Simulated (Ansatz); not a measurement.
Question: Name a neutral molecule of C, I, O, Zr and H with LUMO energy (ωB97M-V/def2-TZVPP) between -0.25 and 0.05 eV and HOMO energy (PBE0/def2-TZVPP) between -7.70 and -7.40 eV (Ansatz, PBE0-D4/def2-TZVP geometry).

Answer: `[CH3][Zr]([OH])([I])[I]` (-0.02 eV, -7.64 eV). Other molecules can fit too; these were computed, each in one conformer that needn't be the lowest.
